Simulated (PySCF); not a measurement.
Input file for PySCF: U-HF/6-31G* on CH4Si (SMILES C=[SiH2]), a point of a bond scan (R = 5.443 Å).

```python
from pyscf import gto, scf, dft, mp
from pyscf.data.elements import chemcore

mol = gto.M(
    atom='''
    C    -1.15067768   -0.05472828   -0.00632374
    Si    4.28594094    0.20384698    0.02355412
    H    -1.77056886    0.83033249   -0.06777878
    H    -1.68440972   -0.99465742    0.04879136
    H     5.13771790   -0.99499479    0.10689999
    H     5.02095844    1.47815951   -0.05107126
    ''',
    basis='6-31g*',
    cart=True,
    charge=0, spin=0, verbose=3, max_memory=1800)
mf = scf.UHF(mol)
mf.conv_tol = 1e-8
mf.max_cycle = 100
mf.init_guess_breaksym = True
mf.kernel()
if not mf.converged:
    mf = mf.newton().run(mf.mo_coeff, mf.mo_occ)
for _ in range(4):
    mo, _, stable, _ = mf.stability(return_status=True)
    if stable:
        break
    mf.kernel(mf.make_rdm1(mo, mf.mo_occ))
```

Question: Give the final energy of this run.

Answer: -328.8911 hartree. Its determinant has ⟨S²⟩ = 1.44, a mixture of spin states.
